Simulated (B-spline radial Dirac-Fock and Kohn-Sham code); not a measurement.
# Binding energies of Pt⁷³⁺ at several levels of theory

System: platinum as Pt⁷³⁺, [He] 2s2 2p1.

The density-functional columns are spherical, spin-unpolarised Dirac-Kohn-Sham results without Breit or QED terms: −ε is minus the orbital energy of the initial state and ΔSCF the difference of two total energies. The reference in the last column comes from multi-electron Dirac-Fock with separately optimised hole states, Breit and Lamb-shift corrections added in first order. All numbers are from a B-spline atomic structure program, in eV; a selection of levels is shown. The Kohn-Sham columns are given as differences from the reference. For the 1s level of heavy atoms much of the gap between ΔSCF and the reference is the Breit and QED part, -363.3 eV here; for other levels the error of the functional can be larger.

| level | LDA −ε − DF | LDA ΔSCF − DF | Dirac-Fock |
| --- | --- | --- | --- |
| K (1s) | -294.1 | +380.1 | 87412.5 |
| L1 (2s) | -105.3 | +59.7 | 21500.8 |
| L2,3 (2p) | -178.0 | +8.6 | 20033.5 |

Values without a named source are computed, but for edge energies of neutral atoms, which are taken from tables.
